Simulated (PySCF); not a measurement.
SrF, SMILES [F][Sr+], charge +1. Atoms are numbered in the order given.

```xyz
2

Sr     0.0000     0.0000    -0.3870
F      0.0000     0.0000     1.6340
```
Charge +1, spin multiplicity 1.

Coordinates come from a B3LYP-D3(BJ)/def2-TZVPD optimisation. The multiplicity is an assumed one; other spin states were not compared. The def2 effective core potentials stand for the cores of Sr; spin–orbit coupling is left out.

Vertical ionisation energy (IE) and electron affinity (EA) in eV. Rows of orbital energies are one-electron estimates. Where ΔSCF, EOM or ADC give a negative EA the extra electron is unbound and the value depends on the basis.

```csv
level,IE,EA
"−ε(HOMO), −ε(LUMO), CAM-B3LYP/def2-TZVPD (PySCF)",15.91,6.31
"−ε(HOMO), −ε(LUMO), M06-2X/def2-TZVPD (PySCF)",16.31,6.62
```
